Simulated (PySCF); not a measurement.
PySCF input for Si(H)(Br)(Me)2 (C2H7BrSi), SMILES Br[SiH](C)C, HF/pcSseg-1. Geometry: PBE0-D3(BJ)/def2-SVP.

```python
import numpy as np
from pyscf import gto, scf, dft
from pyscf.prop.nmr import rhf as nmr

mol = gto.M(
    atom='''
    Si    0.91347459   -0.42923464    0.00000000
    C     1.66924786    0.28367188    1.55331353
    C     1.66924786    0.28367188   -1.55331354
    Br   -1.28006790    0.05532396   -0.00000000
    H     1.01148198   -1.91858866   -0.00000000
    H     2.74423913    0.04459375    1.59696033
    H     1.18586514   -0.12910203    2.45108126
    H     1.55553368    1.37824446    1.57251108
    H     1.18586513   -0.12910202   -2.45108125
    H     2.74423912    0.04459375   -1.59696033
    H     1.55553367    1.37824446   -1.57251108
    ''',
    basis='pcSseg-1',
    charge=0,
    spin=0,
    max_memory=1600,
    verbose=3,
)
mf = scf.RHF(mol)
mf.conv_tol = 1e-10
mf.max_cycle = 100
mf.kernel()
n = nmr.NMR(mf)
n.verbose = 2
n.max_cycle_cphf = 60
sigma = n.kernel()
print('atom   isotropic/ppm   span/ppm')
for i, s in enumerate(sigma):
    w = np.linalg.eigvalsh((s + s.T) / 2)
    print(f'{mol.atom_symbol(i):2s}{i + 1:3d} {w.mean():14.3f} {w[2] - w[0]:11.3f}')
```

It prints:

```
converged SCF energy = -2940.90580988438
atom   isotropic/ppm   span/ppm
Si  1        378.835      69.064
C   2        187.683      16.989
C   3        187.683      16.989
Br  4       2796.136     249.168
H   5         26.898       9.787
H   6         31.428      13.076
H   7         30.972      12.066
H   8         31.148      10.167
H   9         30.972      12.066
H  10         31.428      13.076
H  11         31.148      10.167
```

Self-consistency was reached.
